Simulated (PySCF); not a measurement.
Compound: C5H11B.
Atom-mapped SMILES: `[BH2:1][C@H:2]([CH3:3])[CH2:4][CH:5]=[CH2:6]` (hydrogens: H7, H8 on B1; H9 on C2; H10, H11, H12 on C3; H13, H14 on C4; H15 on C5; H16, H17 on C6)

Geometry (PBE0-D3(BJ)/def2-SVP, Å), atoms numbered from 1 in this order:
```xyz
17
C5H11B angstrom
B     -0.8999    1.3347    0.7407
C     -0.8753    0.1585   -0.2799
C     -2.1720   -0.6402   -0.4021
C      0.3663   -0.7487   -0.2740
C      1.6618   -0.0293   -0.4684
C      2.7025   -0.0628    0.3642
H     -1.9461    1.9054    0.9627
H      0.1131    1.7548    1.2504
H     -0.8033    0.8137   -1.1896
H     -3.0496    0.0189   -0.4748
H     -2.3173   -1.2840    0.4805
H     -2.1643   -1.2995   -1.2855
H      0.2564   -1.4952   -1.0837
H      0.3980   -1.3250    0.6665
H      1.7421    0.5673   -1.3879
H      3.6266    0.4805    0.1499
H      2.6677   -0.6371    1.2960
```

Theory: TDDFT PBE0/def2-SVPD, vertical, gas phase, core orbitals frozen in the response (PySCF 2.14.0, density-fitted response routines).

Computed states:

| state | E (eV) | f |
| --- | --- | --- |
| S1 | 4.97 | 0.0065 |
| S2 | 5.63 | 0.0092 |
| S3 | 5.82 | 0.0014 |
| S4 | 7.08 | 0.021 |
| S5 | 7.11 | 0.060 |
| S6 | 7.18 | 0.011 |

Each state is given a Gaussian of 0.25 eV full width at half maximum, with ε(max) = 2.175×10⁸ f / Δν̃ (Δν̃ the width in cm⁻¹). The width is an assumption, not a result. The curve ends short of the highest state used, and states not computed would add to its high-energy end.

Question: What does the envelope look like, and where are its maxima?

Answer: 
(λ (nm), ε (L mol⁻¹ cm⁻¹)): (188.6, 0), (192.1, 0), (195.6, 0), (199.2, 0), (202.7, 3), (206.2, 32), (209.8, 140), (213.3, 385), (216.8, 804), (220.4, 1014), (223.9, 668), (227.4, 235), (231.0, 45), (234.5, 13), (238.0, 55), (241.6, 218), (245.1, 491), (248.6, 687), (252.2, 612), (255.7, 363), (259.2, 148), (262.8, 41), (266.3, 9), (269.8, 1)

Maxima: 249 nm (4.97 eV), ε about 700, made up of S1 (100%); 220 nm (5.64 eV), ε about 1000, made up of S2 (97%) (ε in L mol⁻¹ cm⁻¹; maxima over ε = 5, shares over 10%). At its high-energy end, 6.58 eV, the curve is still rising (ε about 0.066, from S4 and S5).

Question: Coming from long wavelengths, where does ε first pass 100 L mol⁻¹ cm⁻¹?

Answer: At about 260 nm (4.76 eV), 0.21 eV below S1.

Question: Does any computed singlet lie in the visible range?

Answer: No computed singlet lies in the visible range (380 to 750 nm); the lowest, at 249 nm, stands 1.71 eV above its violet end (3.26 eV).

Question: On this curve, what absorbance would a 10⁻⁴ mol/L sample give at 266 nm over a 1 cm path?

Answer: 266 nm is 4.661 eV, where ε is about 10 L mol⁻¹ cm⁻¹, so A = ε c l ≈ 0.001 (Beer–Lambert, with the gas-phase spectrum and the assumed width).

The run took about 80 s of CPU time (one thread, shared machine).

One conformer stands for the species.
